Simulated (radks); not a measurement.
The numbers below are computed, except where a source is named.
Problem. Radial electron density D(r) = 4 pi r^2 rho(r) of an atom or ion with 29 electrons. Code: a radial shooting solver on a logarithmic mesh with Libxc functionals. Model: scalar-relativistic Kohn-Sham, MS2 meta-GGA, spin-polarised, spherical densities, finite nucleus; meta-GGA in the generalised Kohn-Sham scheme; Fermi nuclear charge, rms radius of each element as measured or else 0.836 A^(1/3) + 0.57 fm.

```
   r/bohr * D(r) (the largest magnitude, 45.1, reaches the edge; | marks zero)
 0.002645 | *
 0.003444 |   *
 0.004485 |     *
 0.005793 |        *
 0.007543 |            *
 0.009822 |                  *
  0.01279 |                          *
  0.01652 |                                  *
  0.02151 |                                         *
  0.02801 |                                              *
  0.03618 |                                               *
  0.04712 |                                           *
  0.06135 |                                      *
  0.07925 |                                       *
   0.1032 |                                              *
   0.1344 |                                                      *
    0.175 |                                                    *
    0.226 |                                       *
   0.2943 |                            *
   0.3832 |                             *
    0.495 |                                  *
   0.6446 |                              *
   0.8394 |                  *
    1.084 |        *
    1.412 |  *
    1.838 |*
    2.394 |*
    3.092 *
    4.026 *
    5.243 *
```

What is the nuclear charge?

Solution. Z = 32. The innermost maximum, from 1s, lies near gamma/Z bohr with gamma = sqrt(1 - (Z/c)^2) = 0.972, here 0.0304 bohr (found: 0.0329), and its height grows with Z. The density is that of the germanium ion Ge3+ in [Ar] 3d10 4s1; the configuration itself is not fixed sharply by these data, and Z only to about a unit. D(r) has 3 maxima, at r = 0.0329, 0.149, 0.519 bohr, and minima at 0.0697, 0.327 bohr, inside which lie 2.09, 10.97 electrons.
